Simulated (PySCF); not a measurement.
Isobutyl formate, C5H10O2.
Atom-mapped SMILES: `[CH3:1][CH:2]([CH3:3])[CH2:4][O:5][CH:6]=[O:7]` (hydrogens: H8, H9, H10 on C1; H11 on C2; H12, H13, H14 on C3; H15, H16 on C4; H17 on C6)

The same species was optimised twice, with GFN2-xTB and with PBE0-D3(BJ)/def2-SVP (PySCF), and the same property calculations (PySCF, gas phase) were run on both structures.

```json
{"coordinate": "O5–C6 (Å)", "GFN2-xTB": "1.318", "PBE0-D3(BJ)/def2-SVP": "1.330", "change": "+0.012"}
{"coordinate": "C2–C4 (Å)", "GFN2-xTB": "1.532", "PBE0-D3(BJ)/def2-SVP": "1.522", "change": "-0.010"}
{"coordinate": "C1–C2 (Å)", "GFN2-xTB": "1.526", "PBE0-D3(BJ)/def2-SVP": "1.523", "change": "-0.003"}
{"coordinate": "C4–O5 (Å)", "GFN2-xTB": "1.432", "PBE0-D3(BJ)/def2-SVP": "1.429", "change": "-0.003"}
{"coordinate": "C2–C3 (Å)", "GFN2-xTB": "1.526", "PBE0-D3(BJ)/def2-SVP": "1.524", "change": "-0.002"}
{"coordinate": "C6=O7 (Å)", "GFN2-xTB": "1.196", "PBE0-D3(BJ)/def2-SVP": "1.198", "change": "+0.002"}
{"coordinate": "O5–C6–O7 (°)", "GFN2-xTB": "127.3", "PBE0-D3(BJ)/def2-SVP": "126.0", "change": "-1.3"}
{"coordinate": "C1–C2–C4 (°)", "GFN2-xTB": "110.4", "PBE0-D3(BJ)/def2-SVP": "111.6", "change": "+1.2"}
{"coordinate": "C1–C2–C3 (°)", "GFN2-xTB": "110.9", "PBE0-D3(BJ)/def2-SVP": "112.0", "change": "+1.1"}
{"coordinate": "C2–C4–O5 (°)", "GFN2-xTB": "112.0", "PBE0-D3(BJ)/def2-SVP": "112.3", "change": "+0.3"}
{"coordinate": "C4–O5–C6 (°)", "GFN2-xTB": "117.1", "PBE0-D3(BJ)/def2-SVP": "116.9", "change": "-0.2"}
{"coordinate": "C3–C2–C4 (°)", "GFN2-xTB": "109.6", "PBE0-D3(BJ)/def2-SVP": "109.4", "change": "-0.2"}
{"coordinate": "C1–C2–C4–O5 (°)", "GFN2-xTB": "-62", "PBE0-D3(BJ)/def2-SVP": "-58", "change": "+4"}
{"coordinate": "C2–C4–O5–C6 (°)", "GFN2-xTB": "-84", "PBE0-D3(BJ)/def2-SVP": "-85", "change": "-1"}
{"coordinate": "C4–O5–C6–O7 (°)", "GFN2-xTB": "-1", "PBE0-D3(BJ)/def2-SVP": "0", "change": "+1"}
```

Rotational constants: A = 4700, B = 1603, C = 1418 MHz (GFN2-xTB) against A = 4675, B = 1605, C = 1424 MHz (PBE0-D3(BJ)/def2-SVP). Point groups within 0.08 Å: C1 and C1.

On the GFN2-xTB structure: lowest singlet, TDDFT (eV) 5.90 [B3LYP/def2-SVPD]; lowest triplet, Tamm–Dancoff (eV) 5.35 [B3LYP/def2-SVPD]; isotropic polarisability (au) 69.0 [B3LYP/def2-SVPD]; HOMO (eV) -8.07 [B3LYP/def2-SVPD]; LUMO (eV) -0.27 [B3LYP/def2-SVPD]; dipole (D) 2.06 [B3LYP/def2-SVPD].

Question: What do these properties become on the PBE0-D3(BJ)/def2-SVP structure?

Answer: 
| property | level | on GFN2-xTB | on PBE0-D3(BJ)/def2-SVP | change |
| --- | --- | --- | --- | --- |
| lowest singlet, TDDFT (eV) | B3LYP/def2-SVPD | 5.90 | 5.85 | -0.05 |
| lowest triplet, Tamm–Dancoff (eV) | B3LYP/def2-SVPD | 5.35 | 5.30 | -0.05 |
| isotropic polarisability (au) | B3LYP/def2-SVPD | 69.0 | 69.8 | +0.8 |
| HOMO (eV) | B3LYP/def2-SVPD | -8.07 | -8.11 | -0.04 |
| LUMO (eV) | B3LYP/def2-SVPD | -0.27 | -0.36 | -0.09 |
| dipole (D) | B3LYP/def2-SVPD | 2.06 | 1.93 | -0.13 |
| energy, GFN2-xTB geometry as zero (kcal/mol) | B3LYP/def2-SVPD | 0.0 | -0.7 | -0.7 |

The heavy atoms differ by 0.020 Å rms after alignment. Among bonds between heavy atoms O5–C6 changes most (+0.012 Å). Changes are differences of the printed values. Neither structure is proved a minimum here.

Shape of the structure used: `[CH3:1][CH:2]([CH3:3])[CH2:4][O:5][CH:6]=[O:7]`: C1–C2–C4–O5 -58°, C2–C4–O5–C6 -85°, C4–O5–C6–O7 0°.
